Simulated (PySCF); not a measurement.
# Ionisation energy of Ir⁺ by level of theory

Ir⁺ [Xe] 4f14 5d7 6s1 (5F) → Ir²⁺ [Xe] 4f14 5d7 (4F), as a difference of total energies. Computed with PySCF 2.14 in cc-pVDZ-PP with ECP60MDF (4s4p3d1f, 38 functions), with scalar relativity through the core potential. Correlated levels: valence: 5s2 5p6 frozen. The calculations carry no spin-orbit coupling.

```csv
method,ionisation energy (eV)
UHF,16.275
M06-L,17.149
r2SCAN,17.917
MP2 (valence),17.114
SCS-MP2 (valence),16.848
```

Q: How much does correlation contribute at MP2 (valence)?

A: 17.114 − (16.275) = 0.839 eV, measured against UHF.

The reference lies between the lowest fine-structure levels, while these numbers refer to the centres of the terms.

Errors of the correlated levels include the incompleteness of this basis and the frozen core.

For comparison: 17 ± 0.3 eV (semi-empirical (NIST evaluation); NIST Atomic Spectra Database, ionization energies).
